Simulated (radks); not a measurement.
Coulomb parameter of the 4f shell of the dysprosium ion Dy+ in the model configuration [Xe] 4f8.5 6s1 6p1.5, as a second difference U = [E(n + 1) + E(n - 1) - 2 E(n)] / (1)^2 with all orbitals relaxed. "Bare": the charge of the atom changes with n. "Screened": the 6p shell takes up the change at fixed total charge, which measures U(4f,4f) + U(6p,6p) - 2 U(4f,6p). All-electron calculation, scalar-relativistic Kohn-Sham, PBEsol, spin-unpolarised, spherical densities, point nucleus. Program: a radial shooting solver on a logarithmic mesh with Libxc functionals.

case,configuration,E - E(n) (eV)
start,[Xe] 4f8.5 6s1 6p1.5,0.000
bare +1,[Xe] 4f9.5 6s1 6p1.5,-16.590
bare -1,[Xe] 4f7.5 6s1 6p1.5,33.961
screened +1,[Xe] 4f9.5 6s1 6p0.5,-12.369
screened -1,[Xe] 4f7.5 6s1 6p2.5,22.052

U(bare) = 17.371 eV, U(screened by 6p) = 9.683 eV, against the Slater integral F0(4f,4f) = 32.144 eV with frozen orbitals.
